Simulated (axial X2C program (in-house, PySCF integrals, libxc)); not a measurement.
**How the levels of NiCN (d9 s0 p(π)0 orbitals) move with the bond length**

Computed with an in-house all-electron X2C program for linear molecules (integrals from PySCF): two-component X2C with atomic mean-field Coulomb and Gaunt terms, basis Ni dyall-v3z, C dyall-v3z, N dyall-av3z (cores contracted in-house). Orbitals come from Hartree–Fock averaged over the configuration Ni d9 s0 p(π)0; CI then distributes these electrons over the d, s, p(π) shells of Ni.

At Ni–C–N held linear, bonds 1.972 and 1.160 Å (the second held):

```
  Ω  energy (cm⁻¹)    g∥  μ (D)  configuration
1/2              0  1.70  -8.75        100% d9
5/2            274  6.00  -8.78        100% d9
3/2            610  3.34  -8.75        100% d9
3/2           1869  2.66  -8.76        100% d9
1/2           1898  0.30  -8.74        100% d9
```

g∥ is the magnitude of 2⟨Lz + ge Sz⟩ for the +Ω component. μ is positive if the N end is positive. The lowest 14 levels at most are listed.

At Ni–C–N held linear, bonds 1.834 and 1.160 Å (the second held):

```tsv
Ω	energy (cm⁻¹)	g∥	μ (D)	configuration
5/2	0	6.00	-8.33	100% d9
1/2	563	1.69	-8.26	100% d9
3/2	743	2.71	-8.30	100% d9
3/2	1993	3.29	-8.28	100% d9
1/2	2414	0.31	-8.25	100% d9
```

The lowest level lies 801 cm⁻¹ above the lowest at the first distance.

Task: How does the gap from the lowest to the fifth level change between the two distances?

Result: From 1898 to 2414 cm⁻¹, a factor of 1.27.

There is no dynamic correlation: spin–orbit spacings and, for f shells, spacings inside one term are the most reliable numbers, splittings between terms come out too wide, and energies between configurations are not reliable, so the lowest level need not be the ground state of the molecule. For d shells the ligand-field splittings (σ, π, δ) and their order can be off by a thousand cm⁻¹ or more. At most 4 roots were kept for each Ω > 0 (twice that for Ω = 0) within 3.2 eV of the lowest, so higher up levels can be missing between those listed; levels with Ω > 0 are doubly degenerate and listed once, Ω = 0 levels singly. Some active spinors are only partly of the character that their shell is named for, so the shell names and counts are nominal. States that fill the shells left empty in the average are placed too high. The molecule was held linear; bending was not examined.
